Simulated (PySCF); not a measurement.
Start geometry of `COc1cccc(C)c1C` (2,3-dimethylanisole) from GFN2-xTB (Å):
```
atom  x, y, z in Å
C1     3.104    0.490    0.959
O2     1.841   -0.111    1.077
C3     0.869    0.224    0.172
C4     1.058    1.131   -0.862
C5     0.021    1.408   -1.736
C6    -1.200    0.784   -1.588
C7    -1.406   -0.125   -0.556
C8    -2.735   -0.799   -0.402
C9    -0.373   -0.409    0.333
C10   -0.577   -1.387    1.451
H11    3.047    1.577    1.086
H12    3.707    0.066    1.761
H13    3.573    0.261   -0.003
H14    2.006    1.626   -1.000
H15    0.177    2.116   -2.537
H16   -2.003    1.001   -2.276
H17   -3.428   -0.463   -1.169
H18   -3.166   -0.582    0.575
H19   -2.628   -1.880   -0.481
H20   -1.390   -1.062    2.099
H21    0.328   -1.476    2.042
H22   -0.838   -2.368    1.056
```

**Question.** What comes out of this run: PySCF, PBE0-D3(BJ)/def2-SVP geometry optimisation, gas phase?

**Answer.** 
```
atom  x, y, z in Å
C1     2.648    0.255    0.610
O2     1.391   -0.346    0.712
C3     0.423   -0.006   -0.173
C4     0.624    0.918   -1.203
C5    -0.424    1.214   -2.073
C6    -1.658    0.598   -1.919
C7    -1.869   -0.329   -0.890
C8    -3.206   -0.991   -0.730
C9    -0.825   -0.639   -0.004
C10   -1.025   -1.628    1.107
H11    2.593    1.351    0.732
H12    3.262   -0.160    1.419
H13    3.135    0.032   -0.356
H14    1.588    1.408   -1.333
H15   -0.266    1.936   -2.877
H16   -2.477    0.832   -2.604
H17   -3.913   -0.650   -1.498
H18   -3.648   -0.777    0.257
H19   -3.126   -2.088   -0.805
H20   -1.846   -1.318    1.775
H21   -0.116   -1.735    1.709
H22   -1.297   -2.621    0.714
```

The energy falls by 0.055 eV over 5 energy and gradient evaluations, the largest force component goes from 0.0104 to 4.0e-04 Eh/bohr, and the atoms move by 0.024 Å rms after alignment. The bond that changes most is O2–C3 (aryl ether oxygen to aromatic carbon bearing oxygen), which shortens by 0.016 Å. Bonds longer at the end by more than 0.005 Å: 18 of 22; shorter: 2. Rotational constants go from 2237, 1114, 754.2 to 2210, 1112, 750.3 MHz. The orientation of the end geometry is arbitrary; only internal coordinates are fixed.

The run used 200 basis functions and 33 SCF cycles in all.

Stationary, but not proved a minimum. The numbers are those of one conformer.
